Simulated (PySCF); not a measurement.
Species: C2H7SSi (doublet state).
Geometry (GFN2-xTB, Å), atoms numbered from 1 in this order:
```xyz
11
C2H7SSi angstrom
C      1.6983   -0.4525   -0.0385
Si     0.0547    0.1501    0.6984
C     -1.4498   -0.5857   -0.2139
S      0.0464    2.3231    0.4298
H      2.5460   -0.0022    0.4688
H      1.7903   -1.5312    0.0409
H      1.7609   -0.1835   -1.0917
H     -1.4175   -0.3249   -1.2709
H     -2.3898   -0.2197    0.1895
H     -1.4541   -1.6683   -0.1358
H     -1.1799    2.4976    0.8974
```

The hyperfine couplings belong to this conformer and change with its torsions.

As a line formula: `C[Si](C)S` [radical].

Level of theory: UKS B3LYP, pcH-1 on C H S Si, non-relativistic, mean-field spin-orbit, GIAO (PySCF). Isolated species at its GFN2-xTB geometry (one conformer only). Couplings are sensitive to structure, and on GFN2-xTB geometries they can be far from those on DFT ones, by a factor of two or more for some ions and for spin on atoms past the first row. No stability test was run, so a lower SCF solution isn't excluded.

What is the g tensor, term by term?

| Δg (ppt) | 1 | 2 | 3 |
| --- | --- | --- | --- |
| relativistic mass correction | -0.16 | -0.16 | -0.16 |
| gauge correction | 0.01 | 0.08 | 0.06 |
| orbital Zeeman/spin–orbit | -0.25 | 1.57 | 5.80 |
| total | -0.39 | 1.49 | 5.71 |

So g = 2.00193, 2.00381, 2.00803 and g_iso = 2.00459; the tensor is rhombic: the two nearest values differ by 31 % of g3 − g1. Axes: g2 points within 11° of the Si2–S4 bond and g3 points within 10° of the S4–H11 bond.

What are the electron Larmor frequencies g μB B/h along the three axes at 3350 mT?

93.8651, 93.9536, 94.1512 GHz for g1, g2 and g3, a range of 286.0 MHz.

What effective moment and Curie constant follow for a powder?

With the mean of g² = 4.0184 and S(S+1) = 0.75: μ_eff = √(⟨g²⟩S(S+1)) = 1.736 μB and χT = 0.12505·⟨g²⟩·S(S+1) = 0.377 cm³ K/mol (cgs; spin-Hamiltonian part alone).

At 33.81 GHz, how far is the centre of the isotropic spectrum from where a free electron (g = 2.002319) resonates?

B = hν/(g μB) with μB/h = 13.99624 MHz/mT gives 1206.42 mT for the free electron and 1205.06 mT at g_iso, 1.37 mT lower.

In a frozen sample, at which fields do the three g values resonate at 9.5, 34, 94 and 263 GHz (hyperfine left aside), and which band first spreads them over more than twice a line width of 0.5 mT?

| band | GHz | B(g3) mT | B(g2) mT | B(g1) mT | spread mT |
| --- | --- | --- | --- | --- | --- |
| X | 9.5 | 338.02 | 338.73 | 339.05 | 1.03 |
| Q | 34.0 | 1209.76 | 1212.30 | 1213.44 | 3.69 |
| W | 94.0 | 3344.62 | 3351.65 | 3354.81 | 10.19 |
| J | 263.0 | 9357.83 | 9377.50 | 9386.34 | 28.51 |

The spread grows in proportion to the frequency. X band is the first where it exceeds 1.0 mT.

The largest Mulliken spin populations are on Si2 (+0.82) and S4 (+0.10). Si2 is the only atom above +0.15. The angles at Si2 add up to 326.4°, so it is pyramidal.

The HOMO–LUMO gaps are 5.73 eV among the α and 4.63 eV among the β orbitals.
